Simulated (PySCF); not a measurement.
Isomers of C8H7F, mass 122.053 u with the commonest isotopes. Level of theory: CAM-B3LYP/def2-SVPD in PySCF (dipole) on a GFN2-xTB geometry, gas phase. One conformer each, none proved a minimum here; rigid rotors.

Question: Order these by dipole moment, largest first.
A. `[CH2:1]=[CH:2][c:3]1[cH:4][cH:5][c:6]([F:7])[cH:8][cH:9]1` with C1–C2–C3–C4 180° (4-fluorostyrene)
B. `C#CC#C/C(C)=C(\C)F`
C. `[CH2:1]=[C:2]1[CH:3]=[CH:4]/[C:5]1=[CH:6]\[CH:7]=[CH:8]/[F:9]` with C5–C6–C7–C8 180°
D. `[CH:1]#[C:2]/[C:3]([F:4])=[CH:5]/[CH:6]=[CH:7]/[CH:8]=[CH2:9]` with C3–C5–C6–C7 180°, C6–C7–C8–C9 180°

Answer: C (2.11 D), D (1.72 D), A (1.52 D), B (0.65 D).

Question: Order these by rotational constant A, largest first.
A. `[CH2:1]=[C:2]1[CH:3]=[CH:4]/[C:5]1=[CH:6]\[CH:7]=[CH:8]/[F:9]` with C5–C6–C7–C8 180°
B. `[CH:1]#[C:2]/[C:3]([F:4])=[CH:5]/[CH:6]=[CH:7]/[CH:8]=[CH2:9]` with C3–C5–C6–C7 180°, C6–C7–C8–C9 180°
C. `C#CC#C/C(C)=C(\C)F`
D. `[CH2:1]=[CH:2][c:3]1[cH:4][cH:5][c:6]([F:7])[cH:8][cH:9]1` with C1–C2–C3–C4 180°

Answer: B (6359 MHz), D (5105 MHz), A (4105 MHz), C (3667 MHz).

Question: Order these by rotational constant B, largest first.
A. `C#CC#C/C(C)=C(\C)F`
B. `[CH2:1]=[C:2]1[CH:3]=[CH:4]/[C:5]1=[CH:6]\[CH:7]=[CH:8]/[F:9]` with C5–C6–C7–C8 180°
C. `[CH:1]#[C:2]/[C:3]([F:4])=[CH:5]/[CH:6]=[CH:7]/[CH:8]=[CH2:9]` with C3–C5–C6–C7 180°, C6–C7–C8–C9 180°
D. `[CH2:1]=[CH:2][c:3]1[cH:4][cH:5][c:6]([F:7])[cH:8][cH:9]1` with C1–C2–C3–C4 180° (4-fluorostyrene)

Answer: D (980.7 MHz), B (792.3 MHz), A (743.0 MHz), C (568.4 MHz).

```tsv
SMILES	point group	Ia (u·Å²)	Ib (u·Å²)	Ic (u·Å²)	κ	μa (D)	μb (D)	μc (D)
C#CC#C/C(C)=C(\C)F	Cs	137.81	680.16	811.72	-0.92	0.29	0.59	0.00
C=C1C=C/C1=C\C=C/F	Cs	123.13	637.85	760.97	-0.93	1.05	1.83	0.00
C=Cc1ccc(F)cc1	Cs	99.01	515.31	614.32	-0.93	1.50	0.19	0.00
C#C/C(F)=C/C=C/C=C	Cs	79.47	889.13	968.60	-0.98	0.64	1.59	0.00
```
